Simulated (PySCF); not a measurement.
## Correlation energy of Ir+ (iridium, charge +1)

[Xe] 4f14 5d7 6s1, high-spin 5F determinant. Calculation: PySCF 2.14, in aug-cc-pVDZ-PP with ECP60MDF (5s5p4d2f, 54 functions); a scalar-relativistic core potential. Frozen: 5s2 5p6; 8 electrons correlated.

MP2 pair energies summed by pair of shells (mhartree):

```tsv
pair	energy	share (%)
5d-5d	-113.57	77.0
5d-6s	-33.86	23.0
```

Total MP2 correlation energy: -147.43 mhartree.

Same-spin part -66.54 and opposite-spin part -80.89 mhartree; SCS-MP2 scales them by 1/3 and 6/5 to -119.25 mhartree.
